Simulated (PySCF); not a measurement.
Gas-phase reaction: 4 (CH₃)₃SiF + 2 C₃H₄ (propyne) → i-Si₄H₁₀ + CH₂FCF₃ + 4 C₄H₈ (cyclic)

Method: PySCF energies plus ideal-gas RRHO corrections (1 bar). † marks an energy on the PBE0/def2-TZVP geometry and frequencies. All species are closed-shell singlets. The harmonic model lacks anharmonicity and excited electronic states, which grow with temperature; levels with a mode under 35 cm⁻¹ are left out. Internal rotation in (CH₃)₃SiF, i-Si₄H₁₀, CH₂FCF₃ is treated as a harmonic vibration of one conformer, which makes the entropy rough.

ΔH° and ΔS° at 298 K: HF/def2-TZVP† 1234 kJ, -127 J/K; M06-2X/def2-TZVP† 1237 kJ, -127 J/K; PBE0/def2-SVP† 904 kJ, -127 J/K; LDA/def2-TZVP† 1008 kJ, -127 J/K.

Problem. With the heat capacities included, give log10 K (1 bar) at 500, 1000, 1400, 1600, 2500 K from HF/def2-TZVP†, M06-2X/def2-TZVP†, PBE0/def2-SVP†, LDA/def2-TZVP†.

Solution. 
```json
[
 {"T (K)": "500", "HF/def2-TZVP†": "-136.2", "M06-2X/def2-TZVP†": "-136.5", "PBE0/def2-SVP†": "-101.7", "LDA/def2-TZVP†": "-112.5"},
 {"T (K)": "1000", "HF/def2-TZVP†": "-73.1", "M06-2X/def2-TZVP†": "-73.2", "PBE0/def2-SVP†": "-55.8", "LDA/def2-TZVP†": "-61.3"},
 {"T (K)": "1400", "HF/def2-TZVP†": "-55.1", "M06-2X/def2-TZVP†": "-55.2", "PBE0/def2-SVP†": "-42.8", "LDA/def2-TZVP†": "-46.7"},
 {"T (K)": "1600", "HF/def2-TZVP†": "-49.5", "M06-2X/def2-TZVP†": "-49.6", "PBE0/def2-SVP†": "-38.7", "LDA/def2-TZVP†": "-42.1"},
 {"T (K)": "2500", "HF/def2-TZVP†": "-35.3", "M06-2X/def2-TZVP†": "-35.3", "PBE0/def2-SVP†": "-28.4", "LDA/def2-TZVP†": "-30.5"}
]
```
